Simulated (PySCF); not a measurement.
In(OH)(SeH)2, SMILES [OH][In]([SeH])[SeH] (H3InOSe2) (CAM-B3LYP/def2-SVP optimised geometry):

```
7

In    -0.056    -0.120     0.000
O      0.752    -1.935     0.006
H      1.716    -1.955    -0.007
Se     1.363     1.955    -0.004
H      2.608     1.172    -0.002
Se    -2.555    -0.120     0.000
H     -2.608     1.349     0.000
```

Calculation: PySCF 2.14.0 with CAM-B3LYP/def2-TZVP, def2 effective core potentials past Kr.

Question: What are the frontier orbital energies and the dipole moment?

Answer: HOMO-2 -9.40 eV, HOMO-1 -8.89 eV, HOMO -8.51 eV, LUMO -1.06 eV, LUMO+1 -0.18 eV; dipole moment 1.76 D.

On the same geometry PBE/def2-TZVP, def2 effective core potentials past Kr (PySCF 2.14.0) gives HOMO-2 -7.11 eV, HOMO-1 -6.37 eV, HOMO -6.11 eV, LUMO -2.75 eV, LUMO+1 -1.66 eV; dipole moment 1.56 D.
